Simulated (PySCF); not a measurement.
Cl3OSi, SMILES [O][Si](Cl)(Cl)Cl, multiplicity 2. Geometry optimised at PBE-D3(BJ)/def2-SVP. The isomer is the one that the SMILES or the coordinates give; other isomers of the formula were not compared.

Calculation: PBE-D3(BJ)/def2-SVP (PySCF 2.14.0).

Harmonic wavenumbers (cm⁻¹): 115, 144, 196, 214, 228, 435, 571, 607, 876. Rotational constants (GHz): 1.868, 1.778, 1.246; symmetry number 1.

Question: Work out the zero-point energy and the ideal-gas rigid-rotor harmonic-oscillator thermochemistry at 298.15 K and 1 atm.

Answer: ZPE = ½ Σ hcν = ½ × 3386 cm⁻¹ = 20.25 kJ/mol. H − E(el) = 39.76 kJ/mol. Entropy in J/(mol K): translation 171.27, rotation 120.26, vibration 58.33, spin 5.76, total 355.63. G − E(el) = -66.27 kJ/mol. Cp = 89.11 J/(mol K). Modes under 150 cm⁻¹ make the vibrational entropy uncertain.
